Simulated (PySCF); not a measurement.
CH3Cl2Si, SMILES C[Si](Cl)Cl, multiplicity 2. Atoms are numbered in the order given.

```xyz
7

C      0.2541     2.0281     0.0000
Si    -0.5147     0.3215     0.0000
Cl     0.1305    -0.6991    -1.6865
Cl     0.1305    -0.6991     1.6865
H      1.3516     1.9289     0.0000
H     -0.0542     2.5855    -0.8967
H     -0.0542     2.5855     0.8967
```
Charge 0, spin multiplicity 2.

Geometry optimised at PBE0-D3(BJ)/def2-SVP. The isomer is the one that the SMILES or the coordinates give; other isomers of the formula were not compared.

Calculation: TDA-PBE0/def2-SVPD in PySCF.

Vertical excitations. Isolated molecule, no solvent.

Problem. Give excitation energies, oscillator strengths and character. (The exact figures need the calculation; the answer reports its results.)

Solution. 
```json
[
 {"state": "root 1", "energy (eV)": "4.80", "λ (nm)": "258", "f": "0.000", "main pairs": "β HOMO→LUMO 99 %"},
 {"state": "root 2", "energy (eV)": "4.87", "λ (nm)": "255", "f": "0.011", "main pairs": "β HOMO−1→LUMO 98 %"},
 {"state": "root 3", "energy (eV)": "5.01", "λ (nm)": "248", "f": "0.037", "main pairs": "α HOMO→LUMO 97 %"},
 {"state": "root 4", "energy (eV)": "5.07", "λ (nm)": "245", "f": "0.000", "main pairs": "α HOMO→LUMO+1 24 %, β HOMO−2→LUMO 74 %"},
 {"state": "root 5", "energy (eV)": "5.24", "λ (nm)": "236", "f": "0.085", "main pairs": "α HOMO→LUMO+1 73 %, β HOMO−2→LUMO 23 %"},
 {"state": "root 6", "energy (eV)": "5.67", "λ (nm)": "219", "f": "0.038", "main pairs": "β HOMO−3→LUMO 93 %"},
 {"state": "root 7", "energy (eV)": "5.90", "λ (nm)": "210", "f": "0.013", "main pairs": "α HOMO→LUMO+2 95 %"},
 {"state": "root 8", "energy (eV)": "6.33", "λ (nm)": "196", "f": "0.014", "main pairs": "β HOMO−4→LUMO 96 %"},
 {"state": "root 9", "energy (eV)": "6.41", "λ (nm)": "193", "f": "0.063", "main pairs": "α HOMO→LUMO+3 93 %"},
 {"state": "root 10", "energy (eV)": "6.74", "λ (nm)": "184", "f": "0.018", "main pairs": "β HOMO−5→LUMO 95 %"}
]
```
Unrestricted roots are not spin-pure.
